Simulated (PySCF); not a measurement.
B(NCO)2(OH) (C2HBN2O3), SMILES O=C=NB(O)N=C=O. Coordinates come from a PBE-D3(BJ)/def2-SVP optimisation. Other conformers were not sampled.

Computed equilibrium geometry at PBE-D3(BJ)/def2-SVP (PySCF confirms it by a frequency run) as Cartesian coordinates in Å, and its point group (one conformer of several):
point group Cs.
```xyz
9

B     -0.8080     0.0059     0.0000
N     -0.3783     1.3824     0.0000
C      0.4789     2.2430     0.0000
O      1.2447     3.1392     0.0000
N      0.1567    -1.0509     0.0000
C      0.6058    -2.1752     0.0000
O      1.1123    -3.2408     0.0000
O     -2.1358    -0.3053     0.0000
H     -2.6863     0.4991     0.0000
```
